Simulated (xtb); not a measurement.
CaF, SMILES [F][Ca+], charge +1. All values are semi-empirical tight-binding results from xtb (GFN2-xTB unless named), good for trends rather than for accurate numbers. Coordinates come from a GFN2-xTB optimisation. The spin state was assumed, not searched.

For metal compounds this method's bond lengths and energies can be far off.

| Property | Result |
|---|---|
| point group as xtb finds it | C∞v |
| orbital gap | 1.58 eV |
